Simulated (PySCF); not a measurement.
C3H10FOSi2: g tensor and hyperfine couplings

Compound: C₃H₁₀FOSi₂ (doublet state).
Cartesian coordinates in Å at the GFN2-xTB level; atoms count from 1:
```xyz
17
C3H10FOSi2 angstrom
C     -1.4142   -0.7811    1.0113
C     -0.8417   -0.3166   -0.3272
C     -1.8820    0.4971   -1.0903
Si     0.7558    0.6919   -0.1102
O      1.8129   -0.2893    0.6521
Si     3.2920   -0.5613    1.2230
F      4.0013    0.8830    1.4048
H     -0.6844   -1.3766    1.5554
H     -1.6870    0.0733    1.6277
H     -2.3077   -1.3867    0.8580
H     -0.6199   -1.2121   -0.9192
H     -2.1504    1.3917   -0.5323
H     -1.4975    0.8076   -2.0592
H     -2.7884   -0.0853   -1.2528
H      0.5602    1.8638    0.7418
H      1.3442    1.0556   -1.4010
H      4.0998   -1.2429    0.2345
```

The hyperfine couplings belong to this conformer and change with its torsions.

As a line formula: `CC(C)[SiH2]O[SiH]F` [radical].

Method: UKS B3LYP, pcH-1 on C F H O Si, non-relativistic, mean-field spin-orbit, GIAO in PySCF. One conformer (not necessarily the lowest) at the GFN2-xTB geometry, without solvent, vibrations or thermal averaging. The geometry wasn't refined by DFT: couplings that depend on bond lengths, twists or pyramidal angles can differ widely from those at the functional's own minimum, by a factor of two or more for some ions and for spin on atoms past the first row. Stability of the SCF solution: not tested.

* g1, g2, g3: 2.00065, 2.00212, 2.00228
* g_iso: 2.00168
* Form of g: close to axial: the two nearest values differ by 10 % of g3 − g1
* ⟨S²⟩: 0.7514 (exact 0.7500)
* α and β electrons: 37, 36
* Total energy: -874.53581 Eh
* Basis functions: 295

Isotropic coupling and dipolar principal values T1 to T3, in MHz; ρ(0) is the spin density at the nucleus:

```tsv
atom	isotope	a_iso	of which spin–orbit	T1	T2	T3	Mulliken spin population	ρ(0) (bohr⁻³)
C1	13C	-0.1	0.0	-0.2	-0.2	0.4	0.00	-0.0001
C2	13C	-0.3	0.0	-0.2	-0.2	0.4	0.00	-0.0003
C3	13C	0.3	0.0	-0.1	-0.1	0.2	0.00	0.0003
Si4	29Si	-9.9	0.0	-4.4	2.0	2.4	0.01	0.0111
O5	17O	-62.6	-0.1	-22.0	10.3	11.7	0.04	0.1032
Si6	29Si	-842.4	1.0	-140.9	68.5	72.4	0.79	0.9489
F7	19F	183.1	1.4	-135.7	-127.4	263.1	0.04	0.0432
H8	1H	0.0	0.0	-1.2	-1.1	2.3	0.00	0.0000
H9	1H	0.0	0.0	-0.6	-0.6	1.2	0.00	0.0000
H10	1H	0.0	0.0	-0.4	-0.4	0.8	0.00	0.0000
H11	1H	0.2	0.0	-0.8	-0.7	1.5	0.00	0.0000
H12	1H	0.0	0.0	-0.3	-0.3	0.6	0.00	0.0000
H13	1H	0.1	0.0	-0.4	-0.3	0.7	0.00	0.0000
H14	1H	0.2	0.0	-0.3	-0.3	0.5	0.00	0.0000
H15	1H	-1.1	0.0	-1.3	-1.1	2.4	0.00	-0.0003
H16	1H	7.0	0.0	-1.3	-0.8	2.2	0.01	0.0016
H17	1H	248.7	0.0	-6.4	-0.8	7.2	0.12	0.0556
```

The Mulliken spin populations are largest on Si6 (+0.79) and H17 (+0.12). Si6 is the only atom above +0.15. The angles at Si6 add up to 322.1°, so it is pyramidal.

Under fast tumbling the dipolar parts average out, and these isotropic splittings remain: 1 × 1H (H17, I = 1/2, 2 lines) with 8.88 mT, 1 × 19F (F7, I = 1/2, 2 lines) with 6.54 mT and 2 × 1H (H15/H16, I = 1/2, 3 lines) with 0.10 mT.

Nuclei that the bonding pattern makes equivalent are averaged, as if the motion that swaps them (rotation, inversion, ring flip) were fast. The 1H value of +2.9 MHz is a mean of couplings from -1.1 to 7.0 MHz in this one geometry, not an average over conformers.

The 29Si coupling of Si6 (-842.4 MHz) shows only in satellite lines or after enrichment, since that isotope makes up about 4.7 % of natural silicon.

The 17O coupling of O5 (-62.6 MHz) shows only in satellite lines or after enrichment, since that isotope makes up about 0.038 % of natural oxygen.
